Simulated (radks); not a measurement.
Exchange energies: the exact (Fock) value of the Kohn-Sham orbitals and density-functional approximations, in hartree. Species: Pb4+ [Xe] 4f14 5d10; Ge2+ [Ar] 3d10 4s2; Yb40+ [Ar] 3d10 4s2; He+ 1s1. All-electron calculation, non-relativistic Kohn-Sham, exchange-only LDA, spin-polarised, spherical densities, point nucleus. Program: a radial shooting solver on a logarithmic mesh with Libxc functionals. Every spin shell is full or empty, so the densities are truly spherical. Functionals are evaluated on that one density, not self-consistently.

| functional | Pb4+ | Ge2+ | Yb40+ | He+ |
|---|---|---|---|---|
| exact | -358.006 | -76.7306 | -210.162 | -0.607309 |
| LDA | -344.45 | -72.418 | -199.27 | -0.52143 |
| PBEsol | -351.55 | -74.872 | -205.08 | -0.56975 |
| revPBE | -357.00 | -76.741 | -209.50 | -0.60469 |
| RPBE | -357.12 | -76.802 | -209.64 | -0.60606 |
| PW91 | -358.07 | -76.915 | -209.96 | -0.59762 |
| WC | -355.71 | -76.108 | -208.05 | -0.58378 |
| AM05 | -345.16 | -72.805 | -200.21 | -0.54095 |
| SOGGA | -351.52 | -74.857 | -205.04 | -0.56840 |
| B86b | -357.91 | -76.963 | -210.02 | -0.60157 |
| EV93 | -356.10 | -77.000 | -209.92 | -0.63130 |
| revTPSS | -354.72 | -76.288 | -208.01 | -0.60780 |
| TASK | -351.58 | -74.860 | -205.43 | -0.60791 |
